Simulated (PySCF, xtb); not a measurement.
C4H7BFN, SMILES B(NC)(C=C=C)F. The values are those of a single conformer.

Harmonic wavenumbers (cm⁻¹) from GFN2-xTB (xtb 6.7.1) at its own minimum, in rising order: 61, 87, 150, 159, 215, 296, 319, 365, 420, 563, 578, 650, 745, 829, 872, 956, 1060, 1081, 1111, 1119, 1164, 1281, 1312, 1412, 1423, 1466, 1476, 1503, 2070, 2946, 2967, 3022, 3047, 3074, 3080, 3464.

Q: What does PBE-D3(BJ)/def2-SVP (PySCF) give at its own minimum? (An estimate is asked for; the answer gives what the named calculation found.)

A: 53, 93, 148, 159, 218, 323, 330, 414, 440, 598, 611, 661, 749, 787, 860, 945, 1036, 1061, 1091, 1103, 1162, 1261, 1343, 1392, 1414, 1420, 1423, 1533, 1998, 2941, 3001, 3055, 3063, 3081, 3139, 3516. Paired by order, the mean absolute difference is 24 cm⁻¹ and the zero-point energies are 66.2 and 66.4 kcal/mol.
